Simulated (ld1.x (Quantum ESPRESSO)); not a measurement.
Plane-wave convergence, TM potential for K (Z = 19)

* Element: potassium
* Generator: ld1.x (Quantum ESPRESSO) 7.5
* Type: norm-conserving Troullier–Martins (Kleinman–Bylander form)
* Functional: PBE
* Relativity: scalar-relativistic
* Frozen core: [Ne]
* Valence charge: 9
* Reference configuration: 3s2 3p6 3d0 4s0 4p1
* Partial waves: 3s (bound): rc 1.35 bohr; 3p (bound): rc 2.15 bohr; 3d (bound, empty): rc 4.20 bohr
* Local potential: the d channel
* Core correction: a·sin(br)/r model core inside 1.20 bohr

Occupied shells without a wave of their own: 4p. They enter only through the test configuration that unscreens the potential, and ld1.x also counts them in the model core charge.

The pseudo-atom Hamiltonian at the reference potential is diagonalised in spherical Bessel functions j_l(qr) that vanish at 20 bohr, with q² up to the cutoff. All-electron valence levels (Ry): 3s -2.7064, 4s -0.2194, 3p -1.4900, 4p -0.1020, 3d -0.0335.

**Question.** How do the lowest levels (Ry) of each channel move with the cutoff, and are there ghosts?

**Answer.**

| cutoff (Ry) | s #1 | s #2 | s #3 | p #1 | p #2 | p #3 | d #1 | d #2 | f #1 | Σ f·Δε (mRy) |
| --- | --- | --- | --- | --- | --- | --- | --- | --- | --- | --- |
| 8 | -2.6217 | -0.2731 | -0.0457 | -1.2880 | -0.0840 | 0.0350 | -0.0307 | 0.0457 | 0.0583 | 1429.2 |
| 15 | -2.6334 | -0.2828 | -0.0481 | -1.4585 | -0.1196 | 0.0080 | -0.0322 | 0.0435 | 0.0583 | 347.2 |
| 21 | -2.6633 | -0.3266 | -0.0573 | -1.4853 | -0.1319 | 0.0006 | -0.0322 | 0.0435 | 0.0583 | 114.4 |
| 35 | -2.6969 | -0.3970 | -0.0684 | -1.4895 | -0.1339 | -0.0005 | -0.0322 | 0.0435 | 0.0583 | 19.9 |
| 45 | -2.6977 | -0.3988 | -0.0686 | -1.4896 | -0.1339 | -0.0005 | -0.0322 | 0.0435 | 0.0583 | 17.6 |
| 60 | -2.7017 | -0.4079 | -0.0698 | -1.4897 | -0.1340 | -0.0006 | -0.0322 | 0.0435 | 0.0583 | 9.1 |
| 80 | -2.7055 | -0.4167 | -0.0708 | -1.4897 | -0.1340 | -0.0006 | -0.0322 | 0.0435 | 0.0583 | 1.6 |
| 110 | -2.7060 | -0.4177 | -0.0710 | -1.4897 | -0.1340 | -0.0006 | -0.0322 | 0.0435 | 0.0583 | 0.6 |
| 400 | -2.7063 | -0.4185 | -0.0711 | -1.4897 | -0.1340 | -0.0006 | -0.0322 | 0.0435 | 0.0583 | 0.0 |

Result: ghost state, extra bound levels that the all-electron valence spectrum of the same l lacks: s at -5.7 eV (a true bound ghost makes a file unfit for plane-wave use); 10 mRy is reached at 60 Ry and 1 mRy at 90 Ry.

Note: ghost state, extra bound levels that the all-electron valence spectrum of the same l lacks: s at -5.7 eV. A true bound ghost makes a file unfit for plane-wave use. The potential misses its own reference levels by up to 0.4 eV. ld1.x takes every shell without a wave as core, so the model core holds the 4p electrons as well and exchange and correlation see them twice. This cancels in the reference configuration, but the file is broken for other ones, and its errors say nothing about a proper core correction. 5 of 7 tests not solved or not reliable.
